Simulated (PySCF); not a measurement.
**Radial density of Zn (zinc, neutral)**

B3LYP, [Ar] 3d10 4s2, closed-shell 1S. Calculation: PySCF 2.14, in 6-31G* (5s4p2d1f, 34 functions); no relativity, point nucleus.

| r (bohr) | 4πr²ρ (e/bohr) |
| --- | --- |
| 0.000938 | 0.1893 |
| 0.00158 | 0.5231 |
| 0.00265 | 1.397 |
| 0.00446 | 3.527 |
| 0.00751 | 8.338 |
| 0.0126 | 17.35 |
| 0.0212 | 29.55 |
| 0.0357 | 36.29 |
| 0.0601 | 30.86 |
| 0.101 | 32.23 |
| 0.170 | 41.54 |
| 0.286 | 23.28 |
| 0.481 | 23.14 |
| 0.809 | 18.67 |
| 1.36 | 4.535 |
| 2.29 | 1.134 |
| 3.85 | 0.3351 |
| 6.48 | 0.02204 |
| 10.9 | 2.845e-05 |
